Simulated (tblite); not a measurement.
C7H7ClN (doublet state).
Cartesian coordinates in Å at the GFN2-xTB level; atoms count from 1:
```xyz
16
C7H7ClN angstrom
N     -3.5590    1.8551    0.3311
C     -3.2072    0.7697    0.3992
C     -2.7051   -0.5863    0.4780
C     -1.2202   -0.5248    0.6179
C     -0.3692   -0.6523   -0.4617
C      0.9681   -0.5618   -0.3910
C      2.2525   -0.4257   -0.3533
C      2.9600    0.8859   -0.5242
Cl     3.7073    1.3757    1.0351
H     -3.0006   -1.1146   -0.4336
H     -3.1669   -1.0719    1.3436
H     -0.8190   -0.2930    1.5917
H     -0.7989   -0.8600   -1.4371
H      2.9039   -1.2713   -0.1558
H      3.7758    0.8053   -1.2422
H      2.2709    1.6791   -0.8094
```

Level: GFN2-xTB in tblite, geometry and Hessian alike; calculated harmonic values, unscaled, isolated species. Errors from tens to a few hundred cm⁻¹ against measured bands are possible. One conformer, not necessarily the lowest. Open shells enter through the occupations alone, without spin polarisation, and single modes of such species can be off by tens of per cent.

Harmonic wavenumbers (cm⁻¹): 25.5, 31.3, 53.9, 108.7, 138.1, 195.3, 232.5, 315.3, 344.6, 372.3, 443.2, 488.5, 558.6, 672.7, 690.3, 772.9, 865.5, 896.4, 901.1, 964.3, 989.6, 1056.2, 1107.1, 1122.9, 1132.0, 1202.6, 1214.2, 1245.2, 1248.9, 1301.9, 1409.0, 1419.5, 1456.1, 1952.3, 2402.8, 2942.7, 2953.7, 2974.4, 2981.3, 2999.6, 3005.4, 3104.4.

A = 2777, B = 446.6, C = 409.5 MHz; mass 140.027 u (most abundant isotopes); point group C1, symmetry number 1; spin multiplicity 2.

Q: Zero-point energy?

A: Half the sum of the wavenumbers: 25146 cm⁻¹ = 71.90 kcal/mol.

Q: Entropy at 500 K, 1 bar (ideal gas, RRHO, classical rotation)?

A: Translation 43.32, rotation 32.37, vibration 53.10, spin (R ln 2) 1.38: S = 130.2 cal/(mol K).

Q: And Cp and H(500 K) − H(0)?

A: Cp = 51.80 cal/(mol K), of which vibrations give 43.85 (their classical limit is 42 R = 83.5); H(500 K) − H(0) = 16.20 kcal/mol without the zero-point energy, 12.22 from vibrations.

Q: Which modes carry the vibrational entropy at 500 K?

A: 25.5 cm⁻¹: 7.18; 31.3 cm⁻¹: 6.77; 53.9 cm⁻¹: 5.69; 108.7 cm⁻¹: 4.30; 138.1 cm⁻¹: 3.83; 195.3 cm⁻¹: 3.16 cal/(mol K); the other 36 give 22.16 together.

Q: How do the functions run with temperature in this model?

A: 
```tsv
T (K)	S (cal/(mol K))	Cp (cal/(mol K))	H − H(0) (kcal/mol)	G − H(0) (kcal/mol)	ln q(vib)
100	77.7	20.1	1.48	-6.29	3.32
200	94.3	28.7	3.92	-14.94	6.47
300	107.5	37.2	7.22	-25.05	9.28
800	157.8	65.4	33.97	-92.23	21.36
1000	173.0	71.2	47.67	-125.35	25.52
```

q(vib) and H(0) count from the zero-point level.

Hindered rotation and anharmonicity are outside this model. Other conformers, if any are populated, would add a mixing term that is left out. The structure is chiral; the term R ln 2 for an equal mix with its mirror image is left out.
